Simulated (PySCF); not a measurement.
**Computed structure and properties of [Pb(H2O)4]2+**

System: [Pb(H2O)4]2+ (singlet); start: displaced along the imaginary mode (S4). Method: PySCF 2.14.0, RKS PBE0, Pb def2-SVP with ECP60, O def2-SVP, H def2-SVP; non-relativistic Hamiltonian with scalar-relativistic core potentials where named; density fitting; no spin-orbit coupling.

Input of the relaxation:

```python
mol = gto.M(atom='''
Pb     0.00000     0.00000     0.00000
O      1.42525     1.45234     1.44574
H      1.99270     1.14189     2.21227
H      1.58460     2.43526     1.32555
O     -1.42525    -1.44574     1.45234
H     -1.58460    -1.32555     2.43526
H     -1.99270    -2.21227     1.14189
O      1.42525    -1.45234    -1.44574
H      1.58460    -2.43526    -1.32555
H      1.99270    -1.14189    -2.21227
O     -1.42525     1.44574    -1.45234
H     -1.99270     2.21227    -1.14189
H     -1.58460     1.32555    -2.43526''',
    basis={'Pb': 'def2-SVP', 'O': 'def2-SVP', 'H': 'def2-SVP'},
    ecp={'Pb': 'def2-SVP'},
    charge=2, spin=0)
mf = dft.RKS(mol, xc='PBE0')
mf.grids.atom_grid = (50, 194)
mf = mf.density_fit()  # fitting sets: Pb def2-universal-JKFIT, O def2-universal-JKFIT, H def2-universal-JKFIT
mf.conv_tol = 1e-08; mf.max_cycle = 55
mf.kernel(dm0)  # dm0: converged density of the start geometry
# quasi-Newton relaxation in Cartesian coordinates to a largest gradient under 0.00045 Eh/bohr, steps kept in the point group
```

Run from Python with OMP_NUM_THREADS=2; the lines above give its settings. Where DIIS fails, smearing, a level shift and second-order steps follow.
It took 2.5 min on 2 threads of Arm Neoverse V2 (shared host), from the converged density of the start.

Course of the relaxation:

```csv
step,energy above end (eV),largest force component within the symmetry (eV/Å)
0,0.2329,1.459
1,0.0175,0.248
2,0.0118,0.043
3,0.0113,0.043
4,0.0103,0.014
5,0.0104,0.270
6,0.0079,0.019
7,0.0068,0.022
20,0.0005,0.060
21,0.0004,0.044
22,0.0003,0.012
23,0.0002,0.020
24,0.0001,0.014
25,0.0000,0.007
```
(The steps between are left out.)

Relaxed geometry (S4):

```xyz
13

Pb    0.0000    0.0000    0.0000
O     1.4593    1.4589    1.4018
H     2.2489    1.2013    1.9051
H     1.3692    2.4156    1.5444
O    -1.4593   -1.4018    1.4589
H    -1.3691   -1.5445    2.4156
H    -2.2490   -1.9050    1.2013
O     1.4593   -1.4589   -1.4018
H     1.3692   -2.4156   -1.5444
H     2.2489   -1.2013   -1.9051
O    -1.4593    1.4018   -1.4589
H    -2.2490    1.9050   -1.2013
H    -1.3691    1.5445   -2.4156
```

| contact | Å |
| --- | --- |
| Pb1–O2 (H2O) | 2.495 |
| Pb1–O5 (H2O) | 2.495 |
| Pb1–O8 (H2O) | 2.495 |
| Pb1–O11 (H2O) | 2.495 |

On the finer grid (75, 302):

The HOMO is -18.20 eV. The LUMO is -9.85 eV, the dipole about the centre of mass is 0.00 D and the set of Mulliken populations of Pb1 outside the core potential is s 4.01, p 6.61, d 10.12. The D3(BJ) dispersion energy (not in the energies) is -0.181 eV.

```
atom  Mulliken (e)  Löwdin (e)  spin (e)
 Pb1          1.25        1.05      0.00
  O2         -0.31       -0.04      0.00
  H3          0.25        0.14      0.00
  H4          0.25        0.14      0.00
  O5         -0.31       -0.04      0.00
  H6          0.25        0.14      0.00
  H7          0.25        0.14      0.00
  O8         -0.31       -0.04      0.00
  H9          0.25        0.14      0.00
 H10          0.25        0.14      0.00
 O11         -0.31       -0.04      0.00
 H12          0.25        0.14      0.00
 H13          0.25        0.14      0.00
```

On the grid (50, 194), as all that follows. Harmonic modes: a minimum within the noise of the softest modes; lowest -23 cm⁻¹ (negative: unstable), highest 3855 cm⁻¹, zero-point energy 2.612 eV.

Taking off one H2O (charge 0, singlet; the rest: singlet) in vacuum, both parts rigid, costs 1.60 eV; the small basis without counterpoise inflates it. Parting with an electron moved from the ligand to the metal can be far cheaper, even downhill.

Rigid scan of H2O along the line from its metal:

distance to O2 (Å), energy (eV) and a bar:
```
     2.19      0.325 ##############################
     2.29      0.124 ###########
     2.39      0.027 ###
     2.49      0.000 
     2.59      0.019 ##
     2.69      0.065 ######
     2.89      0.203 ###################
```

One start shape was tried, so this needn't be the lowest isomer.
